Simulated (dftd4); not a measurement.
methylsilane (CH6Si), singlet, at a GFN2-xTB geometry; D4 for wb97x (dftd4 4.2.0).

The dftd4 input:
```
$ dftd4 mol.xyz --func wb97x --charge 0 --json dftd4.json --noedisp

# file mol.xyz
8

C     -0.01298196     0.00392095    -1.25022897
Si     0.00669850    -0.00202315     0.64510011
H     -0.01147190    -1.00712268    -1.64830101
H     -0.89650587     0.50641306    -1.63436438
H      0.85673226     0.51618733    -1.65253877
H      0.00413621     1.37681588     1.13946736
H     -1.17977102    -0.70041180     1.14524608
H      1.21099302    -0.68708334     1.12046299
```

Output, abridged:

```
                    ____  _____ _____     ____  _  _
      -------------|  _ \|  ___|_   _|---|  _ \| || |------------
     |             | | | | |_    | | ___ | | | | || |_           |
     |             | |_| |  _|   | ||___|| |_| |__   _|          |
     |             |____/|_|     |_|     |____/   |_|            |
     |             ===================================           |
     |            E. Caldeweyher, S. Ehlert & S. Grimme          |
     |          Mulliken Center for Theoretical Chemistry        |
     |                    University of Bonn                     |
      -----------------------------------------------------------

Rational (Becke-Johnson) damping: wb97x-D4-ATM
---------------------
  s6         1.0000
  s8         0.5093
  s9         1.0000
  a1         0.0662
  a2         5.4487
 alp        16.0000
--------------------

Dispersion energy:      -8.5343916758018E-03 Eh

[Info] JSON dump of results written to 'dftd4.json'
```
